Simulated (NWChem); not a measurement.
Molecule: C4H3N2, doublet; SMILES [c]1ncccn1

Program: NWChem. Spin-unrestricted. In the optimisation the excess spin sits in a1 (C2v, its own frame). Coordinates come from a PBE0/def2-SVP, spin-unrestricted optimisation. No stability test was run on the SCF state. Level BLYP/def2-SVP: energy and gradient; each run changes one setting, and changes count from the defaults (medium grid, exact Coulomb integrals, symmetry on).

**Question.** Which setting moves the energy most, and by about how much (Becke weights; tight SCF thresholds and tolerances; Coulomb fitting, Ahlrichs set; defaults; extra-fine grid)?

**Answer.** Coulomb fitting, Ahlrichs set, by about 800 μHa.
| setting | size of the energy change (μHa) | largest change of a gradient component (μHa/bohr) |
|---|---|---|
| defaults | < 10 | < 30 |
| extra-fine grid | < 10 | < 30 |
| tight SCF thresholds and tolerances | < 10 | < 30 |
| Becke weights | < 10 | < 30 |
| Coulomb fitting, Ahlrichs set | 800 | 100 |
